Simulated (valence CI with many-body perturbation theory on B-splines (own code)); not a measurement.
**Valence orbitals of Bi XLIV**

Computed by valence CI with perturbative core correlation (CI+MBPT): four valence electrons over a frozen Dirac-Fock core [Kr], radial functions for each j: 7 s, 7 p, 8 d, 6 f, 4 g, 1 h, with the one-electron correlation potential Σ1, the two-electron term Σ2, the three-electron term Σ3, Breit, model QED; selected CI, second order for the rest, scaled by the run's own slope (own B-spline code, finite nucleus).

No measured spectrum was set against this ion. As an estimate, large intervals hold to a few tenths of a per cent, small ones and those within an open d or f shell to about a per cent. The list stops below the first excitations out of the core.

These are the spectroscopic orbitals of the CI (the correlating ones are not listed), shaped by the core and the other valence electrons. h is the expectation value of the core's Dirac-Fock operator, without the valence repulsion; Σ1 is computed up to l = 3 at one energy for each symmetry, that of its lowest orbital but kept below the first core excitation, so for empty shells it is not the orbital's own correlation shift; Breit and QED include the response of the core.

```
Orbital  h (hartree)  Σ1 (cm⁻¹)  Breit (cm⁻¹)  QED (cm⁻¹)  ⟨r⟩ (bohr)
  5s1/2      -60.778     -12102          8301        6340      0.6040
  6s1/2       -39.71      -4852          4393        3405      0.9223
  7s1/2       -28.01      -2538          2555        2020       1.311
  5p1/2      -58.532     -12358         12773         379      0.6083
  6p1/2      -38.492      -5098          6918         213      0.9326
  7p1/2      -27.277      -2707          4067         129       1.327
  5p3/2      -55.787     -10580          7094         861      0.6405
  6p3/2      -37.026      -4544          3916         480      0.9709
  7p3/2        -26.4      -2454          2599         291       1.372
  4d3/2      -87.652     -24212         13576       -1180      0.3554
  5d3/2      -52.298     -11713          5943        -424      0.6375
  6d3/2       -35.13      -5370          3226        -222      0.9830
  4d5/2      -86.324     -23168          8319        -476      0.3621
  5d5/2      -51.708     -11457          3714        -128      0.6456
  6d5/2      -34.809      -5231          2030       -62.7      0.9928
  4f5/2      -77.756     -48175          4093       -1057      0.3317
  5f5/2      -48.043     -11415          1918        -389      0.6308
  4f7/2      -77.385     -41806           882        -784      0.3345
  5f7/2       -47.87     -10980           557        -269      0.6338
  5g7/2      -45.184                     -131        -184      0.5884
  5g9/2      -45.123                     -475        -134      0.5898
```

Among the shells of the start configuration 4d4, Σ1 is largest in size for 4d3/2, where it is 0.13 % of h.

Lowest root of each symmetry, sizes in configuration state functions:

```csv
J,Parity,Roots,Reference,Variational,Second order,Change by selected CI (cm⁻¹),Change by second order (cm⁻¹)
0,even,5,38,5974,15381,-5720,-1
1,even,4,76,11597,52361,-4728,-5
2,even,8,121,18024,78288,-5845,-8
3,even,6,120,18332,95661,-6083,-9
4,even,7,120,18534,99391,-5875,-8
5,even,2,86,13340,70929,-5544,-10
6,even,2,66,10685,80242,-5898,-8
0,odd,4,35,10775,29280,-7324,-3
1,odd,8,98,27513,93937,-8156,-4
2,odd,13,140,31994,141478,-6424,-11
3,odd,13,155,31997,163016,-6961,-14
4,odd,13,144,31999,150751,-5332,-16
5,odd,9,116,31979,123180,-5608,-11
6,odd,7,82,31623,99591,-5279,-5
7,odd,4,50,23171,50186,-5808,-4
8,odd,2,26,15640,58732,-5830,-5
```
